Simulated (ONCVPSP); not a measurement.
**O ONCV: all-electron and pseudo phase curves**

```json
{"Element": "oxygen (O)", "Generator": "ONCVPSP 4.0.1", "Type": "optimised norm-conserving Vanderbilt (ONCV)", "Functional": "LDA (Perdew-Wang 92)", "Relativity": "scalar-relativistic", "Frozen core": "[He]", "Valence charge": "6", "Reference configuration": "2s2 2p3 (charge +1)", "Partial waves": "2s: rc 0.95 bohr, ncon 4, nbas 8, qcut 5.4 1/bohr, local; 2p: rc 2.42 bohr, ncon 3, nbas 7, qcut 6.6 1/bohr, 2 projectors, debl 1.5 Ha; d scattering state at 0.22 Ha: rc 1.60 bohr, ncon 4, nbas 8, qcut 5.8 1/bohr, 2 projectors, debl 1.3 Ha", "Local potential": "the s channel", "Core correction": "none"}
```

The phase is arctan(r·R′/R) of the radial function R(r), unwrapped; energies in Ha, scanned from -3 to 5 Ha. A pole is an energy at which the radial function vanishes at the test radius. The pseudo phase is shifted by a multiple of π to meet the all-electron one at the reference energy, and phase errors are pseudo minus all-electron; the curves can meet again beyond the range given. Levels narrower than the energy grid can be missing from the lists of poles.

Problem. For each channel, where are the poles, and over which energies does the pseudopotential scatter like the atom?

Solution.

```json
{"channel": "s", "radius (bohr)": "0.96", "reference energy (Ha)": "-1.45", "poles, all-electron": "3.64", "poles, pseudo": "2.97", "unbroken range about the reference energy with phases within 0.05 rad": "below 3.5", "phase error 1 Ha above the reference energy (rad)": "-0.003"}
{"channel": "p", "radius (bohr)": "2.46", "reference energy (Ha)": "-0.90", "poles, all-electron": "-0.83, 1.73", "poles, pseudo": "-0.83, 1.75", "unbroken range about the reference energy with phases within 0.05 rad": "below 2.8", "phase error 1 Ha above the reference energy (rad)": "+0.003"}
{"channel": "d", "radius (bohr)": "1.63", "reference energy (Ha)": "0.22", "poles, all-electron": "3.48", "poles, pseudo": "3.48", "unbroken range about the reference energy with phases within 0.05 rad": "the whole range", "phase error 1 Ha above the reference energy (rad)": "+0.000"}
```

Phases in the s channel:

```csv
E (Ha),all-electron,pseudo
-2.98,-0.150,-0.165
-2.76,-0.283,-0.294
-2.54,-0.412,-0.420
-2.32,-0.534,-0.539
-2.10,-0.646,-0.649
-1.88,-0.748,-0.749
-1.66,-0.838,-0.838
-1.44,-0.918,-0.918
-1.22,-0.988,-0.988
-1.00,-1.050,-1.050
-0.78,-1.104,-1.106
-0.56,-1.153,-1.155
-0.34,-1.196,-1.199
-0.12,-1.234,-1.239
0.10,-1.268,-1.275
0.32,-1.300,-1.308
0.54,-1.328,-1.338
0.76,-1.354,-1.366
0.98,-1.378,-1.391
1.20,-1.400,-1.415
1.42,-1.420,-1.438
1.64,-1.439,-1.459
1.86,-1.456,-1.479
2.08,-1.473,-1.498
2.30,-1.489,-1.517
2.52,-1.504,-1.535
2.74,-1.518,-1.553
2.96,-1.532,-1.570
3.18,-1.545,-1.587
3.40,-1.557,-1.604
3.62,-1.570,-1.622
3.84,-1.582,-1.639
4.06,-1.593,-1.657
4.28,-1.605,-1.676
4.50,-1.616,-1.695
4.72,-1.627,-1.716
4.94,-1.639,-1.737
```
